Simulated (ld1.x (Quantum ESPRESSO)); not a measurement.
# Which change was made? (S, RRKJ)

```
Element                 : sulfur
Generator               : ld1.x (Quantum ESPRESSO) 7.5
Type                    : norm-conserving RRKJ (Kleinman–Bylander form)
Functional              : PBE
Relativity              : fully relativistic
Frozen core             : [Ne]
Valence charge          : 6
Reference configuration : 3s2 3p4
Partial waves           : 3p (bound): rc 1.35 bohr; 3d channel at 0.05 Ry: rc 1.50 bohr; 3s (bound): rc 1.55 bohr
Local potential         : the s channel
Core correction         : Bessel-smoothed model core inside 1.25 bohr
```

Open shells are filled in proportion to 2j + 1 (rel_dist='average').

Cutoffs, loose and tight: the cutoffs (Ry, on a coarse ladder) from which the occupation-weighted sum of valence levels, in a spherical-Bessel basis at the reference potential, stays within 10 and 1 mRy of its value at 400 Ry. They do not see the model core or the augmentation charge, which bear on the density cutoff. Test errors are all-electron minus pseudo excitation energies from the reference, over the configurations 3s2 3p3; 3s2 3p2; 3s2 3p1; 3s0 3p6; 3s2 3p0; 3s2 3p4.3; 3s1 3p5; variants that change the core or the reference have their own tests.

The base gives: outcome: generated; cutoff, loose: 40 Ry; cutoff, tight: 60 Ry; bound ghosts: none; largest test error (meV): +230.

(1) After one change the result is: outcome: generated; cutoff, loose: 35 Ry; cutoff, tight: 70 Ry; bound ghosts: none; largest test error (meV): +322. Which change was it?
A. all radii but the core radius scaled by about 1.35 (s 2.08, p 1.82, d 2.02 bohr)
B. type TM; local potential the d channel
C. reference 3s1 3p5

## Answers

(1) B. The others give: all radii but the core radius scaled by about 1.35 (s 2.08, p 1.82, d 2.02 bohr) → outcome: generated; cutoff, loose: 30 Ry; cutoff, tight: 40 Ry; bound ghosts: none; largest test error (meV): +592 | reference 3s1 3p5 → outcome: generated; cutoff, loose: 35 Ry; cutoff, tight: 55 Ry; bound ghosts: none; largest test error (meV): +87.
